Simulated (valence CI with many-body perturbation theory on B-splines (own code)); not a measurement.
## Cl¹⁰⁺: magnetic and hyperfine properties of the levels

Calculated by configuration interaction combined with many-body perturbation theory (CI+MBPT): five valence electrons over a frozen Dirac-Fock core [He], a basis of 9 s, 9 p, 8 d, 6 f, 3 g, 1 h functions for each j, with the one-electron correlation potential Σ1 (screened to all orders), the two-electron term Σ2, the three-electron term Σ3, Breit, model QED; selected single and double excitations, second order for the rest, scaled by the run's own slope (own B-spline code, finite nucleus).

No measured spectrum was set against this ion. As an estimate, levels of excited configurations hold to 0.05 to 0.15 % of their energy, terms of the ground configuration to about 0.5 %. Among the levels kept, up to 2400 cm⁻¹ of a level comes from second order outside the variational space, and about a tenth of that is noise between levels of different J, which matters for small intervals.

A/g_I is the dipole constant over the nuclear g factor μ/I (μ in nuclear magnetons, uniformly magnetised nucleus), B/Q the quadrupole constant per barn. Both hold the static response of the core; the bare values leave it out. Large factors of s and p1/2 electrons are usually good to 5 to 10 %; those of open d and f shells near neutrality can be off by tens of per cent, and small factors of p3/2, d and f electrons come from cancelling terms and can be off by a factor of two or in sign, in half-filled shells by more. B is blank for J = 1/2, where it vanishes, and for nearly pure S terms. Energies count from the lowest level.

Letters in brackets count levels of one name in rising energy.

```tsv
Level	E (eV)	g	A/g_I (MHz)	A/g_I bare	B/Q (MHz/b)	B/Q bare
2s²2p³ ⁴S°_3/2	0.00	1.997	62.8	1700		
2s²2p³ ²D°_3/2	11.04	0.826	7150	6950	6610	6660
2s²2p³ ²D°_5/2	11.30	1.199	11600	11900	-171	-172
2s²2p³ ²P°_1/2	17.16	0.664	32700	31900		
2s²2p³ ²P°_3/2	17.54	1.309	6390	6930	-6780	-6830
2s2p⁴ ⁴P_5/2	51.09	1.599	26900	26900	11300	11400
2s2p⁴ ⁴P_3/2	52.24	1.733	24900	25000	-9030	-9100
2s2p⁴ ⁴P_1/2	52.81	2.667	53300	53400		
2s2p⁴ ²D_3/2	70.34	0.800	-8070	-7170	-15900	-16100
2s2p⁴ ²D_5/2	70.38	1.200	31600	30700	-22800	-23000
2s2p⁴ ²S_1/2	82.13	1.943	104000	99900		
2s2p⁴ ²P_3/2	85.75	1.331	-3050	-1600	11200	11300
2s2p⁴ ²P_1/2	87.24	0.724	23900	22200		
2p⁵ ²P°_3/2	133.77	1.333	5160	6140	-10900	-11000
2p⁵ ²P°_1/2	135.62	0.664	32800	31700		
2s²2p²3s ⁴P_1/2	305.14	2.636	13900	14900		
2s²2p²3s ⁴P_3/2	305.92	1.728	6710	7290	9360	9430
2s²2p²3s ⁴P_5/2	306.94	1.594	12100	12600	-11700	-11800
2s²2p²3s ²P_1/2	308.64	0.700	3590	3310		
2s²2p²3s ²P_3/2	309.86	1.321	7400	8320	-11000	-11100
2s²2p²3s ²D_5/2	315.24	1.205	14800	14600	23400	23600
2s²2p²3s ²D_3/2	315.30	0.815	8340	8550	15900	16000
2s²2p²3p ²S°_1/2	318.32	1.927	-26.1	2000		
2s²2p²3p ⁴D°_1/2	319.38	0.112	7630	6610		
2s²2p²3p ⁴D°_3/2	319.77	1.228	3190	3490	3260	3290
2s²2p²3p ⁴D°_5/2	320.50	1.381	2840	3340	3240	3260
2s²2p²3p ⁴P°_1/2	321.29	2.605	-5960	-3900		
2s²2p²3p ⁴P°_3/2	321.37	1.664	4670	5500	-6340	-6380
2s²2p²3p ⁴D°_7/2	321.43	1.425	5590	6130	-8850	-8920
2s²2p²3p ⁴P°_5/2	321.98	1.541	5320	6040	-2010	-2020
2s²2p²3p ²D°_3/2 [a]	322.97	0.848	10800	10500	-4320	-4350
2s²2p²3s ²S_1/2	324.25	2.000	26800	25900		
2s²2p²3p ²D°_5/2 [a]	324.32	1.240	6830	7200	-3310	-3330
2s²2p²3p ⁴S°_3/2	324.37	1.980	5820	6990		
2s²2p²3p ²P°_3/2 [a]	325.69	1.336	6700	7280	4060	4090
2s²2p²3p ²P°_1/2 [a]	325.75	0.686	11000	10600		
2s²2p²3p ²F°_5/2	329.98	0.867	10400	10300	20900	21000
2s²2p²3p ²F°_7/2	330.33	1.146	7370	7450	26300	26500
2s2p³3s ⁶S°_5/2	330.81	2.000	27300	27600		
2s²2p²3p ²D°_3/2 [b]	332.90	0.837	8160	8080	8710	8770
```

Question: Take the isotope of mass number 37, with I = 3/2, μ = 0.684 μN and Q = -0.0644 b. What is the hyperfine structure of 2s²2p³ ²D°_3/2?

Answer: From the table A = 3260 MHz, B = -426 MHz. Shifts from the centre of gravity in MHz: F = 0: -12800, F = 1: -9070, F = 2: -2130, F = 3: 7230.
